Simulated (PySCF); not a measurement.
Species: C8H7N.
Bonds: C1–C2 (aromatic), C2–C3 (aromatic), C3–C4 (aromatic), C4–C5 (aromatic), C5–N6 (aromatic), N6–C7 (aromatic), C7–C8 (aromatic), C8–C9 (aromatic), C1–C9 (aromatic), C4–C8 (aromatic). Hydrogens: H10 on C1; H11 on C2; H12 on C3; H13 on C5; H14 on N6; H15 on C7; H16 on C9.

Level of theory: BHandHLYP/def2-SV(P) geometry optimisation, gas phase in PySCF 2.14.0.

Problem. List the bond lengths and angles at this level.

Solution. 
```csv
bond,length (bohr),order
C1–C2,2.702,aromatic
"C3–C4, C8–C9",2.687,aromatic
"C4–C5, C7–C8",2.619,aromatic
"C5–N6, N6–C7",2.564,aromatic
"C1–C9, C2–C3",2.573,aromatic
C4–C8,2.720,aromatic
"C1–H10, C2–H11",2.052,single
"C3–H12, C9–H16",2.052,single
"C5–H13, C7–H15",2.041,single
N6–H14,1.897,single
```

Bonds in one row agree within 0.02 bohr and their mean is given. Orders are formal, as drawn. A selection of angles:
```csv
angle,degrees
C2–C1–C9,121.4
C2–C3–C4,118.8
C3–C4–C5,133.3
C3–C4–C8,119.7
C5–C4–C8,106.9
C4–C5–N6,107.2
C5–N6–C7,111.8
H14–N6–C5,124.1
H14–N6–C7,124.1
```

The 9 heavy atoms lie in one plane (0.000 Å rms). N6 (pyrrole-type nitrogen) is planar (angles 124.1°, 124.1° and 111.8°, sum 360.0°, 0.00 Å off the plane of its three neighbours). The C–C distances run from 1.362 Å (C2–C3, aromatic) to 1.439 Å (C4–C8, aromatic), a spread of 0.077 Å. The 6-membered ring C1–C2–C3–C4–C8–C9 has internal angles of 118.8° to 121.4°; it is planar, 0.00 Å rms from its mean plane, widest ring torsion 0°. The 5-membered ring C4–C5–N6–C7–C8 has internal angles of 106.9° to 111.8° (sum 540°, against 540° for a flat polygon); it is planar, 0.00 Å rms from its mean plane, widest ring torsion 0°.

Point group: C2v (every atom within 0.08 Å of its image). No BHandHLYP/def2-SV(P) frequencies stand behind this structure, so it isn't proved a minimum.

Time: 45 s wall; peak memory 0.58 GiB. Hardware: an Arm Neoverse V1 with one thread, shared host with 32 logical CPUs at a one-minute load of 22. These figures are those of the optimisation.
